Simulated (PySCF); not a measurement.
Isomers of C5H11F2N, one GFN2-xTB conformer each. Single-point energies are computed at PBE0/pcSseg-1 (PySCF, gas phase, no added dispersion term), electronic only.

Problem. Rank them by PBE0/pcSseg-1 energy, lowest first (kJ/mol).
A. `[CH3:1][CH2:2][NH:3][C@@H:4]([CH3:5])[CH:6]([F:7])[F:8]` with C1–C2–N3–C4 173°, C2–N3–C4–C5 77°, N3–C4–C6–F7 63°
B. `[CH3:1][CH:2]([CH3:3])[NH:4][CH2:5][CH:6]([F:7])[F:8]` with C1–C2–N4–C5 75°, C2–N4–C5–C6 174°, N4–C5–C6–F7 171°

Solution. A (0.0), B (0.5).

Neighbours under 10 kJ/mol apart (CCN[C@@H](C)C(F)F and CC(C)NCC(F)F) can change places with a better method, another conformer or zero-point energy. GFN2-xTB itself gives, in the same order: 0.0, 1.5. Both levels put the same isomer lowest.

Problem. Which frontier levels, dipoles and rotational constants go with these structures?

Solution. 
```csv
SMILES,"HOMO (eV, PBE0/pcSseg-1)",LUMO (eV),dipole (D),"A, B, C (MHz)"
CCN[C@@H](C)C(F)F,-6.81,1.49,1.90,"3590, 1075, 872.2"
CC(C)NCC(F)F,-6.89,1.33,2.11,"4344, 888.7, 770.6"
```

Problem. As an exercise, what shares would exp(−E/RT) give at 500 K from these electronic energies alone (no entropy, no degeneracies)?

Solution. RT = 4.157 kJ/mol: CCN[C@@H](C)C(F)F 53.0 %, CC(C)NCC(F)F 47.0 %.
